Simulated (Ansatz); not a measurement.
Harmonic vibrations of the cluster Co2S2 by finite differences.

```yaml
crystal:
  periodic: [false, false, false]
  atoms:
    - {symbol: Co, position_ang: [0.112090, -1.111723, -0.018555]}
    - {symbol: Co, position_ang: [-0.112095, 1.111721, 0.018566]}
    - {symbol: S, position_ang: [1.697576, 0.172693, -0.091606]}
    - {symbol: S, position_ang: [-1.697581, -0.172691, 0.091606]}
basis:
  gaussian: {orbitals: def2-SVP}
hamiltonian: {xc: r2scan, dispersion: d4}
scf: {omitted_lower_state_checks: [starts]}
phonons: {temperatures: {t_min: 298.15, t_max: 900, t_step: 200}}
```

```sh
$ ansatz run in.yaml --threads 4 --pin off --events-out ev --progress --plain --max-ram 4787MiB
```

Shortened log:

```
Functional definition: r2SCAN
  name "r2SCAN"
  cite "Furness, Kaplan, Ning, Perdew & Sun, J. Phys. Chem. Lett. 11, 8208 (2020) doi:10.1021/acs.jpclett.0c02405"
  cite "Furness, Kaplan, Ning, Perdew & Sun, J. Phys. Chem. Lett. 11, 9248 (2020) doi:10.1021/acs.jpclett.0c03077"
  parent r2scan
  parameter k0 = 0.174
  parameter k1 = 0.065
  parameter a1 = 4.9479
  exchange = r2scan_x(k0 = k0, k1 = k1, a1 = a1)
  correlation = r2scan_c
these checks for a lower state are left out or cut short: starts
mean field -96906.85153963 eV, -3561.2611082583 hartree, gradient 7.9e-6 eV, S^2 0.000000; 0 other end points of the search recorded, 0 dependent functions left out
the calculation of the forces begins
these checks for a lower state are left out or cut short: stability, starts, cluster_reference, orbital_swaps, neighbouring_geometries, increment
mean field -96906.85148136 eV, -3561.2611061169 hartree, gradient 1.0e-6 eV, S^2 0.000000; 0 other end points of the search recorded, 0 dependent functions left out
the calculation of the forces begins
these checks for a lower state are left out or cut short: stability, starts, cluster_reference, orbital_swaps, neighbouring_geometries, increment
mean field -96906.85148030 eV, -3561.2611060780 hartree, gradient 1.5e-6 eV, S^2 0.000000; 0 other end points of the search recorded, 0 dependent functions left out
the calculation of the forces begins
these checks for a lower state are left out or cut short: stability, starts, cluster_reference, orbital_swaps, neighbouring_geometries, increment
mean field -96906.85146034 eV, -3561.2611053445 hartree, gradient 1.3e-6 eV, S^2 0.000000; 0 other end points of the search recorded, 0 dependent functions left out
the calculation of the forces begins
these checks for a lower state are left out or cut short: stability, starts, cluster_reference, orbital_swaps, neighbouring_geometries, increment
mean field -96906.85147031 eV, -3561.2611057109 hartree, gradient 2.5e-6 eV, S^2 0.000000; 0 other end points of the search recorded, 0 dependent functions left out
the calculation of the forces begins
these checks for a lower state are left out or cut short: stability, starts, cluster_reference, orbital_swaps, neighbouring_geometries, increment
mean field -96906.85153435 eV, -3561.2611080643 hartree, gradient 1.7e-6 eV, S^2 0.000000; 0 other end points of the search recorded, 0 dependent functions left out
the calculation of the forces begins
these checks for a lower state are left out or cut short: stability, starts, cluster_reference, orbital_swaps, neighbouring_geometries, increment
mean field -96906.85153460 eV, -3561.2611080733 hartree, gradient 1.6e-6 eV, S^2 0.000000; 0 other end points of the search recorded, 0 dependent functions left out
the calculation of the forces begins
these checks for a lower state are left out or cut short: stability, starts, cluster_reference, orbital_swaps, neighbouring_geometries, increment
mean field -96906.85148034 eV, -3561.2611060793 hartree, gradient 1.5e-6 eV, S^2 0.000000; 0 other end points of the search recorded, 0 dependent functions left out
the calculation of the forces begins
these checks for a lower state are left out or cut short: stability, starts, cluster_reference, orbital_swaps, neighbouring_geometries, increment
mean field -96906.85148133 eV, -3561.2611061156 hartree, gradient 1.0e-6 eV, S^2 0.000000; 0 other end points of the search recorded, 0 dependent functions left out
the calculation of the forces begins
these checks for a lower state are left out or cut short: stability, starts, cluster_reference, orbital_swaps, neighbouring_geometries, increment
mean field -96906.85147042 eV, -3561.2611057146 hartree, gradient 2.4e-6 eV, S^2 0.000000; 0 other end points of the search recorded, 0 dependent functions left out
the calculation of the forces begins
[...]
the calculation of the forces begins
these checks for a lower state are left out or cut short: stability, starts, cluster_reference, orbital_swaps, neighbouring_geometries, increment
mean field -96906.85153449 eV, -3561.2611080693 hartree, gradient 8.8e-7 eV, S^2 0.000000; 0 other end points of the search recorded, 0 dependent functions left out
the calculation of the forces begins
these checks for a lower state are left out or cut short: stability, starts, cluster_reference, orbital_swaps, neighbouring_geometries, increment
mean field -96906.85153443 eV, -3561.2611080672 hartree, gradient 2.9e-6 eV, S^2 0.000000; 0 other end points of the search recorded, 0 dependent functions left out
the calculation of the forces begins
these checks for a lower state are left out or cut short: stability, starts, cluster_reference, orbital_swaps, neighbouring_geometries, increment
mean field -96906.85147156 eV, -3561.2611057569 hartree, gradient 1.9e-6 eV, S^2 0.000000; 0 other end points of the search recorded, 0 dependent functions left out
the calculation of the forces begins
these checks for a lower state are left out or cut short: stability, starts, cluster_reference, orbital_swaps, neighbouring_geometries, increment
mean field -96906.85147292 eV, -3561.2611058067 hartree, gradient 2.3e-6 eV, S^2 0.000000; 0 other end points of the search recorded, 0 dependent functions left out
the calculation of the forces begins
these checks for a lower state are left out or cut short: stability, starts, cluster_reference, orbital_swaps, neighbouring_geometries, increment
mean field -96906.85151123 eV, -3561.2611072145 hartree, gradient 9.4e-7 eV, S^2 0.000000; 0 other end points of the search recorded, 0 dependent functions left out
the calculation of the forces begins
these checks for a lower state are left out or cut short: stability, starts, cluster_reference, orbital_swaps, neighbouring_geometries, increment
mean field -96906.85151158 eV, -3561.2611072276 hartree, gradient 9.6e-7 eV, S^2 0.000000; 0 other end points of the search recorded, 0 dependent functions left out
the calculation of the forces begins
these checks for a lower state are left out or cut short: stability, starts, cluster_reference, orbital_swaps, neighbouring_geometries, increment
mean field -96906.85153452 eV, -3561.2611080705 hartree, gradient 2.9e-6 eV, S^2 0.000000; 0 other end points of the search recorded, 0 dependent functions left out
the calculation of the forces begins
these checks for a lower state are left out or cut short: stability, starts, cluster_reference, orbital_swaps, neighbouring_geometries, increment
mean field -96906.85153440 eV, -3561.2611080660 hartree, gradient 8.8e-7 eV, S^2 0.000000; 0 other end points of the search recorded, 0 dependent functions left out
the calculation of the forces begins
Total energy: -96906.88358484 eV, -3561.2622858979 hartree
Atom 0 at     0.112090    -1.111723    -0.018555 Å, force     0.000192    -0.001917    -0.000050 eV/Å
Atom 1 at    -0.112095     1.111721     0.018566 Å, force    -0.000194     0.001917     0.000014 eV/Å
Atom 2 at     1.697576     0.172693    -0.091606 Å, force    -0.001370    -0.000140     0.000092 eV/Å
Atom 3 at    -1.697581    -0.172691     0.091606 Å, force     0.001372     0.000139    -0.000056 eV/Å
Dipole moment:     0.000000    -0.000000     0.000002 e Å
Vibrations: 204.39 359.18 363.05 386.97 498.57 505.77 cm⁻¹, zero-point energy 0.143694 eV
Checks for a lower state left out: starts
```

Run time 38 s (4 threads of AMD EPYC 7R43 on a shared host).

The restricted singlet is unstable towards broken spin symmetry at other levels; at r2SCAN-D4/def2-SVP this wasn't settled. At PBE0-D4/def2-TZVP a quintet of charge 0 lies 3.00 eV below the restricted singlet, each at its own geometry. The structure comes from a short search, and lower isomers may exist.
